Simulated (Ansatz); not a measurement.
Relaxation of Ge(vinyl)(NHMe)3 (C₅H₁₅GeN₃) with RKS r2SCAN-D4/def2-SVP.

```sh
$ ansatz run in.yaml --threads 4 --pin off --events-out ev --progress --plain --max-ram 6963MiB
```

```yaml
crystal:
  periodic: [false, false, false]
  atoms:
    - {symbol: Ge, position_ang: [0.008350, 0.068900, 0.126090]}
    - {symbol: C, position_ang: [-0.047760, 0.011150, 2.098080]}
    - {symbol: C, position_ang: [0.794620, 0.669910, 2.873850]}
    - {symbol: H, position_ang: [-0.845170, -0.571140, 2.541210]}
    - {symbol: H, position_ang: [1.593230, 1.259940, 2.452540]}
    - {symbol: H, position_ang: [0.735180, 0.644520, 3.952660]}
    - {symbol: N, position_ang: [1.759560, 0.262510, -0.418570]}
    - {symbol: C, position_ang: [2.802720, -0.668780, -0.037390]}
    - {symbol: H, position_ang: [1.850510, 0.524230, -1.391340]}
    - {symbol: H, position_ang: [3.779980, -0.189710, -0.136290]}
    - {symbol: H, position_ang: [2.657270, -0.943310, 1.006490]}
    - {symbol: H, position_ang: [2.810450, -1.589030, -0.633980]}
    - {symbol: N, position_ang: [-0.763640, 1.474700, -0.762780]}
    - {symbol: C, position_ang: [-2.178570, 1.771080, -0.622200]}
    - {symbol: H, position_ang: [-0.216950, 2.324050, -0.706560]}
    - {symbol: H, position_ang: [-2.511430, 2.377560, -1.467790]}
    - {symbol: H, position_ang: [-2.725870, 0.831200, -0.629740]}
    - {symbol: H, position_ang: [-2.423100, 2.304360, 0.302860]}
    - {symbol: N, position_ang: [-1.002410, -1.374400, -0.401480]}
    - {symbol: C, position_ang: [-1.244600, -1.689650, -1.795960]}
    - {symbol: H, position_ang: [-0.873770, -2.216340, 0.142200]}
    - {symbol: H, position_ang: [-2.180700, -2.245210, -1.894420]}
    - {symbol: H, position_ang: [-1.334650, -0.754350, -2.344640]}
    - {symbol: H, position_ang: [-0.443270, -2.282200, -2.252850]}
basis:
  gaussian: {orbitals: def2-SVP}
hamiltonian: {xc: r2scan, dispersion: d4}
scf: {lower_state_search: "off"}
output: {orbitals: {seedname: orbitals}}
relax: {f_tol: 0.03, max_steps: 70}
```

Hardware: 4 threads of Arm Neoverse V2 on a shared host. Wall time 45 s.

Positions (Å) and forces (eV/Å) at steps 1, 2, 3, 4, 5, 6, 7, 10 of 10:

```xyz
24
step=1 energy=-66397.3853 eV
Ge    0.008    0.069    0.126    0.055   -0.011    0.269
C    -0.048    0.011    2.098   -0.326   -0.312   -1.421
C     0.795    0.670    2.874    0.364    0.225    0.263
H    -0.845   -0.571    2.541   -0.440   -0.321    0.266
H     1.593    1.260    2.453    0.539    0.388   -0.247
H     0.735    0.645    3.953   -0.064   -0.006    0.608
N     1.760    0.263   -0.419   -0.163   -0.003    0.279
C     2.803   -0.669   -0.037   -0.450    0.348   -0.137
H     1.851    0.524   -1.391   -0.141    0.189   -0.299
H     3.780   -0.190   -0.136    0.417    0.046    0.063
H     2.657   -0.943    1.006    0.111   -0.181    0.426
H     2.810   -1.589   -0.634    0.089   -0.403   -0.150
N    -0.764    1.475   -0.763   -0.073   -0.153    0.014
C    -2.179    1.771   -0.622    0.583   -0.137   -0.057
H    -0.217    2.324   -0.707    0.329    0.165   -0.011
H    -2.511    2.378   -1.468   -0.268    0.188   -0.265
H    -2.726    0.831   -0.630   -0.379   -0.326   -0.009
H    -2.423    2.304    0.303   -0.224    0.200    0.352
N    -1.002   -1.374   -0.401    0.012    0.203    0.018
C    -1.245   -1.690   -1.796    0.164    0.140    0.537
H    -0.874   -2.216    0.142    0.033   -0.172    0.354
H    -2.181   -2.245   -1.894   -0.333   -0.171   -0.189
H    -1.335   -0.754   -2.345   -0.084    0.312   -0.364
H    -0.443   -2.282   -2.253    0.248   -0.206   -0.299
24
step=2 energy=-66397.4769 eV
Ge   -0.003    0.073    0.119    0.050   -0.070    0.178
C    -0.033    0.005    2.069   -0.065   -0.048   -0.394
C     0.851    0.651    2.836   -0.047    0.110    0.057
H    -0.851   -0.556    2.534   -0.096   -0.025    0.127
H     1.670    1.226    2.397    0.124    0.065   -0.076
H     0.777    0.666    3.928    0.040   -0.074    0.125
N     1.752    0.272   -0.394    0.031   -0.049    0.046
C     2.790   -0.669   -0.005   -0.205    0.162   -0.086
H     1.845    0.558   -1.366   -0.019    0.050   -0.063
H     3.786   -0.205   -0.087    0.111    0.020    0.014
H     2.653   -0.954    1.047    0.008   -0.038    0.117
H     2.807   -1.601   -0.599    0.022   -0.121   -0.045
N    -0.782    1.477   -0.765   -0.117    0.025    0.028
C    -2.201    1.767   -0.612    0.284   -0.061   -0.047
H    -0.218    2.322   -0.728    0.074    0.021   -0.008
H    -2.562    2.372   -1.458   -0.077    0.052   -0.072
H    -2.763    0.825   -0.613   -0.081   -0.105   -0.003
H    -2.456    2.304    0.320   -0.063    0.064    0.112
N    -1.019   -1.364   -0.405    0.016   -0.040   -0.130
C    -1.226   -1.688   -1.808    0.027    0.055    0.278
H    -0.927   -2.196    0.174   -0.008    0.030    0.061
H    -2.173   -2.235   -1.945   -0.077   -0.045   -0.064
H    -1.298   -0.756   -2.384   -0.015    0.093   -0.074
H    -0.419   -2.295   -2.258    0.083   -0.068   -0.081
24
step=3 energy=-66397.4671 eV rejected
Ge   -0.016    0.079    0.127   -0.084    0.086   -0.004
C    -0.054    0.034    2.065   -0.046    0.143    0.103
C     0.858    0.672    2.817    0.302   -0.491    0.312
H    -0.876   -0.510    2.557    0.117    0.010   -0.001
H     1.709    1.202    2.360   -0.170    0.022    0.019
H     0.886    0.573    3.923   -0.171    0.246   -0.397
N     1.738    0.283   -0.383    0.101   -0.079   -0.005
C     2.769   -0.666    0.004   -0.020    0.035   -0.023
H     1.829    0.582   -1.354   -0.001   -0.017    0.049
H     3.776   -0.213   -0.071   -0.042   -0.011   -0.008
H     2.633   -0.954    1.061   -0.014    0.018   -0.039
H     2.785   -1.606   -0.588   -0.008    0.031    0.013
N    -0.790    1.481   -0.764   -0.106    0.089   -0.019
C    -2.210    1.763   -0.616    0.070   -0.015   -0.021
H    -0.219    2.325   -0.734   -0.038   -0.037   -0.001
H    -2.585    2.362   -1.467    0.017   -0.017    0.031
H    -2.772    0.814   -0.616    0.042    0.026    0.000
H    -2.480    2.303    0.316    0.012   -0.013   -0.026
N    -1.027   -1.357   -0.404    0.023   -0.142   -0.078
C    -1.200   -1.691   -1.810   -0.004    0.023    0.068
H    -0.966   -2.177    0.199   -0.024    0.086   -0.073
H    -2.151   -2.232   -1.979    0.058    0.023    0.020
H    -1.252   -0.760   -2.399    0.010   -0.032    0.054
H    -0.385   -2.308   -2.243   -0.025    0.017    0.026
24
step=4 energy=-66397.4842 eV
Ge   -0.013    0.082    0.131    0.051   -0.047    0.050
C    -0.043    0.018    2.075   -0.117    0.046   -0.128
C     0.869    0.638    2.834   -0.076    0.125    0.016
H    -0.886   -0.498    2.556    0.063   -0.087    0.044
H     1.679    1.223    2.382    0.118   -0.089   -0.016
H     0.824    0.630    3.930    0.002   -0.005    0.020
N     1.743    0.275   -0.385    0.016   -0.028    0.014
C     2.776   -0.677   -0.017   -0.098    0.081   -0.021
H     1.832    0.583   -1.352   -0.016    0.014   -0.004
H     3.778   -0.224   -0.106    0.040    0.004    0.000
H     2.653   -0.970    1.037   -0.007   -0.010    0.039
H     2.780   -1.611   -0.616    0.004   -0.044   -0.022
N    -0.783    1.487   -0.757   -0.066    0.035    0.014
C    -2.204    1.761   -0.619    0.115   -0.022   -0.011
H    -0.221    2.335   -0.708    0.025    0.002   -0.010
H    -2.571    2.367   -1.465   -0.027    0.016   -0.032
H    -2.756    0.810   -0.631   -0.033   -0.034   -0.004
H    -2.480    2.290    0.315   -0.028    0.023    0.041
N    -1.023   -1.355   -0.402    0.004   -0.013   -0.078
C    -1.201   -1.690   -1.805    0.014    0.037    0.136
H    -0.962   -2.176    0.197   -0.004    0.011    0.019
H    -2.140   -2.247   -1.964   -0.021   -0.015   -0.016
H    -1.273   -0.760   -2.390    0.001    0.036   -0.019
H    -0.379   -2.290   -2.242    0.038   -0.035   -0.033
24
step=5 energy=-66397.4898 eV
Ge   -0.023    0.090    0.138    0.027   -0.038   -0.043
C    -0.056    0.035    2.075   -0.009    0.032    0.141
C     0.881    0.638    2.825    0.107   -0.066   -0.033
H    -0.893   -0.480    2.574    0.073    0.070   -0.036
H     1.740    1.151    2.360   -0.166   -0.040    0.070
H     0.854    0.625    3.925   -0.012    0.020   -0.103
N     1.731    0.285   -0.377    0.027   -0.013   -0.029
C     2.757   -0.676   -0.017    0.009   -0.002    0.015
H     1.818    0.602   -1.342   -0.003   -0.016    0.046
H     3.767   -0.233   -0.105   -0.032   -0.010   -0.008
H     2.637   -0.972    1.039   -0.013    0.010   -0.035
H     2.755   -1.612   -0.617   -0.008    0.027    0.008
N    -0.791    1.495   -0.755   -0.029    0.036    0.016
C    -2.213    1.760   -0.624   -0.026    0.006    0.008
H    -0.228    2.343   -0.708   -0.023   -0.019   -0.005
H    -2.585    2.362   -1.474    0.018   -0.016    0.015
H    -2.761    0.804   -0.637    0.021    0.030   -0.001
H    -2.502    2.290    0.309    0.012   -0.015   -0.030
N    -1.026   -1.349   -0.400    0.009   -0.046   -0.024
C    -1.177   -1.691   -1.802   -0.012    0.008    0.006
H    -0.986   -2.161    0.214   -0.005    0.039   -0.047
H    -2.115   -2.250   -1.982    0.040    0.018    0.019
H    -1.239   -0.763   -2.396    0.011   -0.024    0.032
H    -0.345   -2.295   -2.225   -0.017    0.009    0.019
24
step=6 energy=-66397.4918 eV
Ge   -0.022    0.090    0.139    0.007   -0.015   -0.017
C    -0.055    0.036    2.077   -0.013    0.007    0.054
C     0.883    0.636    2.826    0.032   -0.002   -0.014
H    -0.891   -0.478    2.576    0.039    0.025   -0.013
H     1.729    1.163    2.362   -0.052   -0.034    0.027
H     0.853    0.626    3.924   -0.005    0.006   -0.042
N     1.732    0.284   -0.378    0.010   -0.002   -0.013
C     2.755   -0.680   -0.019   -0.004    0.001    0.005
H     1.818    0.601   -1.342   -0.005   -0.004    0.021
H     3.765   -0.238   -0.107   -0.011   -0.006   -0.003
H     2.633   -0.977    1.035   -0.005    0.003   -0.013
H     2.750   -1.612   -0.622   -0.002    0.007    0.002
N    -0.792    1.495   -0.752   -0.022    0.022    0.013
C    -2.214    1.762   -0.623    0.003   -0.001    0.000
H    -0.230    2.343   -0.705   -0.009   -0.009   -0.005
H    -2.583    2.362   -1.474    0.004   -0.005    0.004
H    -2.763    0.806   -0.636    0.006    0.010   -0.001
H    -2.503    2.293    0.309    0.003   -0.005   -0.010
N    -1.024   -1.350   -0.400    0.011   -0.024   -0.007
C    -1.173   -1.691   -1.802   -0.002    0.008    0.011
H    -0.982   -2.163    0.211   -0.005    0.021   -0.018
H    -2.111   -2.250   -1.982    0.016    0.008    0.004
H    -1.233   -0.763   -2.394    0.005   -0.009    0.010
H    -0.342   -2.295   -2.223   -0.003    0.000    0.004
24
step=7 energy=-66397.4920 eV
Ge   -0.027    0.093    0.140    0.023   -0.016   -0.018
C    -0.060    0.042    2.081    0.012    0.011    0.010
C     0.889    0.632    2.824    0.017   -0.017   -0.010
H    -0.900   -0.460    2.584    0.025    0.023   -0.015
H     1.741    1.143    2.356   -0.039   -0.014    0.015
H     0.863    0.627    3.922   -0.004    0.004   -0.020
N     1.730    0.286   -0.377   -0.010   -0.008    0.000
C     2.750   -0.683   -0.022   -0.010    0.026    0.001
H     1.820    0.608   -1.340   -0.019   -0.010    0.039
H     3.760   -0.245   -0.110    0.002   -0.002   -0.010
H     2.630   -0.982    1.033   -0.019   -0.003   -0.010
H     2.740   -1.614   -0.627   -0.005   -0.003    0.001
N    -0.799    1.501   -0.747    0.011   -0.006    0.007
C    -2.220    1.766   -0.619   -0.013    0.012    0.000
H    -0.239    2.351   -0.705   -0.012   -0.034    0.003
H    -2.589    2.364   -1.472   -0.002    0.002    0.002
H    -2.772    0.812   -0.631    0.024    0.000    0.002
H    -2.509    2.299    0.310   -0.006   -0.002   -0.006
N    -1.022   -1.350   -0.402    0.004   -0.009   -0.002
C    -1.160   -1.696   -1.804   -0.012    0.000    0.001
H    -0.989   -2.163    0.210    0.006    0.055   -0.019
H    -2.098   -2.252   -1.988    0.008   -0.003   -0.001
H    -1.213   -0.774   -2.405    0.011    0.005    0.038
H    -0.328   -2.306   -2.213    0.007   -0.010   -0.008
24
step=10 energy=-66397.4938 eV
Ge   -0.034    0.109    0.155   -0.011    0.012    0.000
C    -0.064    0.065    2.094    0.012    0.011    0.007
C     0.908    0.624    2.830   -0.020   -0.016   -0.007
H    -0.916   -0.405    2.603   -0.006   -0.007    0.000
H     1.770    1.108    2.356    0.016    0.006   -0.008
H     0.885    0.624    3.927   -0.001    0.003    0.012
N     1.719    0.300   -0.364    0.010    0.005    0.007
C     2.718   -0.704   -0.047    0.002   -0.014   -0.008
H     1.803    0.642   -1.319    0.002    0.001   -0.008
H     3.739   -0.291   -0.136   -0.004    0.000    0.001
H     2.599   -1.028    1.000    0.003    0.001    0.001
H     2.676   -1.619   -0.675    0.000    0.008    0.003
N    -0.810    1.511   -0.735    0.011   -0.006   -0.005
C    -2.236    1.763   -0.627   -0.010   -0.001    0.001
H    -0.257    2.365   -0.689    0.001    0.010    0.003
H    -2.600    2.353   -1.487    0.002   -0.001   -0.001
H    -2.772    0.800   -0.642   -0.004   -0.001    0.001
H    -2.545    2.296    0.296    0.002    0.000    0.000
N    -1.015   -1.340   -0.393   -0.007   -0.001    0.007
C    -1.113   -1.696   -1.795    0.006   -0.004   -0.010
H    -0.996   -2.144    0.229    0.003   -0.010    0.005
H    -2.044   -2.253   -2.004   -0.001    0.002    0.001
H    -1.148   -0.773   -2.397   -0.001   -0.001   -0.006
H    -0.268   -2.307   -2.178   -0.005    0.004    0.005
```
